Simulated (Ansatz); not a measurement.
Born–Oppenheimer molecular dynamics of a periodic cell of 16 atoms, H10CO5 (contents 4 H2O + 1 H2CO, density as packed 0.94 g/cm³ with natural masses). It goes on from the last frame of an earlier run, with new velocities.

These are results of Ansatz 0.2.0, DFT PBE-D3(BJ), scalar-relativistic, plane waves, PAW, not measurements. Settings: accuracy low, cutoff 420 eV, k mesh 1x1x1, fermi-dirac smearing 0.05 eV, no spin polarisation.

```json
{
 "ensemble": "NVT, Langevin thermostat",
 "time step": "0.5 fs",
 "steps asked": "400",
 "set temperature": "400 K",
 "friction": "0.02 /fs",
 "seed": "492053"
}
```

First frame:

```xyz
16
Lattice="5.6567 0.0000 0.0000 0.0000 5.6567 0.0000 0.0000 0.0000 5.6567" Properties=species:S:1:pos:R:3
O 2.774 4.925 0.169
H 3.444 4.459 -0.364
H 3.243 5.795 0.127
O 3.210 1.858 4.636
H 3.243 1.877 3.663
H 4.035 2.336 4.940
O -0.282 3.369 5.105
H 0.052 4.117 5.633
H 0.304 2.598 5.410
O 0.203 6.556 0.555
H 1.056 6.201 0.212
H 0.410 6.861 1.462
O 0.663 5.531 2.927
C 1.570 4.725 2.819
H 2.595 4.917 2.450
H 1.144 3.658 3.017
```

Task: What does the run give?

Result: All steps were run.

```json
{
 "steps done": "400",
 "time covered": "200 fs",
 "mean temperature over the second half": "381 K",
 "spread of the potential energy over the second half": "6.8 meV per atom",
 "mean potential energy of the second half above the start": "-11.4 meV per atom"
}
```

A run of 0.2 ps of so small a system gives no equilibrium averages. Limits of this set-up: coarse k mesh, low accuracy level.

Task: What happens to the structure?

Result: Mean squared displacements from the first frame to the last, about the centre of mass: O 0.41 Å², H 0.75 Å², C 0.25 Å². The details hang on the random start.

Task: How do temperature and energy run in time?

Result: 
```json
{"time (fs)": "0.0", "T (K)": "375", "potential energy less start (eV)": "0.000"}
{"time (fs)": "10.0", "T (K)": "367", "potential energy less start (eV)": "-0.093"}
{"time (fs)": "20.0", "T (K)": "379", "potential energy less start (eV)": "-0.259"}
{"time (fs)": "30.0", "T (K)": "371", "potential energy less start (eV)": "-0.101"}
{"time (fs)": "40.0", "T (K)": "365", "potential energy less start (eV)": "0.093"}
{"time (fs)": "50.0", "T (K)": "395", "potential energy less start (eV)": "-0.062"}
{"time (fs)": "60.0", "T (K)": "392", "potential energy less start (eV)": "0.161"}
{"time (fs)": "70.0", "T (K)": "320", "potential energy less start (eV)": "0.206"}
{"time (fs)": "80.0", "T (K)": "490", "potential energy less start (eV)": "-0.311"}
{"time (fs)": "90.0", "T (K)": "367", "potential energy less start (eV)": "-0.088"}
{"time (fs)": "100.0", "T (K)": "244", "potential energy less start (eV)": "0.102"}
{"time (fs)": "110.0", "T (K)": "350", "potential energy less start (eV)": "0.006"}
{"time (fs)": "120.0", "T (K)": "376", "potential energy less start (eV)": "-0.097"}
{"time (fs)": "130.0", "T (K)": "435", "potential energy less start (eV)": "-0.114"}
{"time (fs)": "140.0", "T (K)": "446", "potential energy less start (eV)": "-0.202"}
{"time (fs)": "150.0", "T (K)": "480", "potential energy less start (eV)": "-0.207"}
{"time (fs)": "160.0", "T (K)": "361", "potential energy less start (eV)": "-0.173"}
{"time (fs)": "170.0", "T (K)": "405", "potential energy less start (eV)": "-0.218"}
{"time (fs)": "180.0", "T (K)": "203", "potential energy less start (eV)": "-0.197"}
{"time (fs)": "190.0", "T (K)": "262", "potential energy less start (eV)": "-0.220"}
{"time (fs)": "200.0", "T (K)": "312", "potential energy less start (eV)": "-0.153"}
```

The run took 5.1 min on 1 thread of Arm Neoverse V1, with other jobs on the host, peak memory 0.3 GiB.
